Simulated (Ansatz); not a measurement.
Molecule: CH₃Cl₅Si₂ (charge 0, singlet). 
Coordinates optimised at B3LYP-D3(BJ)/def2-TZVP (Ansatz, a program for electronic structure):
SMILES: Cl[SiH](Cl)C[Si](Cl)(Cl)Cl
```xyz
11

Cl    -1.8382     1.4094    -1.2058
Si    -1.8065    -0.3512    -0.1548
Cl    -3.4940    -0.4677     1.0163
C     -0.3168    -0.4189     0.9611
Si     1.3471    -0.1605     0.1909
Cl     1.4434    -1.1117    -1.6213
Cl     1.7264     1.8263    -0.0825
Cl     2.8052    -0.9367     1.4019
H     -1.8424    -1.4648    -1.1096
H     -0.3163    -1.4090     1.4282
H     -0.4373     0.3161     1.7614
```

Parts of the frozen-core correlation energy in cc-pV(D+d)Z (Ansatz, hartree). Frozen orbitals: 36; correlated occupied orbitals by spin: 25 and 25; virtual: 129 and 129. No spin-orbit coupling. Non-relativistic.

```tsv
term	value
reference (HF)	-2915.31214
MP2 opposite-spin	-0.73799
MP2 same-spin	-0.27044
CCSD correlation	-1.09290
(T)	-0.02993
T1 diagnostic	0.009
largest doubles amplitude	0.012
```
